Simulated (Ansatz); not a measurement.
Isolated molecules relaxed with PBE0-D4/def2-TZVP in Ansatz; ΔE leaves out vibrations. CCSD(T)/CBS is the MP2 limit (def2-TZVPP, def2-QZVPP) plus CCSD(T) − MP2 in def2-TZVPP, frozen cores. This one scheme is used for every species. Functionals use def2-TZVPP. Each species was taken in one conformer, which may not be the lowest.

`CCB(N)O` + CH₃OH → `COB(N)O` + `CC`  (ligand exchange at a B–C bond)

| level | ΔE (kcal/mol) |
| --- | --- |
| PBE-D4 | -28.8 |
| ωB97M-V | -30.4 |
| CCSD/def2-SVP | -33.6 |
| SCS-MP2/def2-QZVPP | -30.6 |

(1) What does CCSD(T)/CBS give? (Best estimate.)

Largest T1 diagnostic among the species: 0.011.

Results:

(1) The calculation gave: -29.9 kcal/mol. The listed levels differ from it by 1.1, -0.5, -3.7, -0.7 kcal/mol.

Leaving LDA and LC-ωPBE aside and taking each functional with its dispersion term where it has one, the values, not all of them listed here, spread over 3.9 kcal/mol, from BHLYP-D4 to revPBE-D4. LDA lies −1.5 kcal/mol from PBE without D4. At CCSD(T), def2-SVP lies −3.5 kcal/mol from the extrapolated value and def2-TZVPP −0.5 kcal/mol. From PBE to PBE0 (25 % exact exchange), in def2-TZVPP and without D4, ΔE moves by −0.8 kcal/mol.
